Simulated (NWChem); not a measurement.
# diboron tetrafluoride (B$_{2}$F$_{4}$); SMILES FB(F)B(F)F

```xyz
6

F      0.7983    -0.7983     1.5513
B      0.0000     0.0000     0.8574
F     -0.7983     0.7983     1.5513
B      0.0000     0.0000    -0.8574
F     -0.7983    -0.7983    -1.5513
F      0.7983     0.7983    -1.5513
```
Atoms are numbered in this order, from 1.

Level: B3LYP/6-31G* (spherical d) (NWChem), optimised geometry, unscaled harmonic frequencies. 

Question: List the harmonic frequencies with IR intensities, and the thermochemistry.

Answer: 
| frequency (cm⁻¹) | IR intensity (km/mol) |
|---|---|
| 8 | 0.0 |
| 166 | 4.6 |
| 166 | 4.6 |
| 319 | 0.0 |
| 535 | 47.8 |
| 631 | 30.3 |
| 631 | 30.3 |
| 672 | 0.0 |
| 1167 | 301.1 |
| 1392 | 240.0 |
| 1392 | 240.0 |
| 1404 | 0.0 |

The zero-point energy is 12.1 kcal/mol and the thermal correction to the enthalpy at 298.15 K (with zero-point energy) is 16.5 kcal/mol. The heat capacity Cv is 17.9 cal/(mol K) and the entropy at 298.15 K and 1 atm (symmetry number 4) comes out as 80.5 cal/(mol K). The dipole moment is 0.00 D.

Rigid rotor and harmonic oscillator; modes under 100 cm⁻¹ make the entropy uncertain.
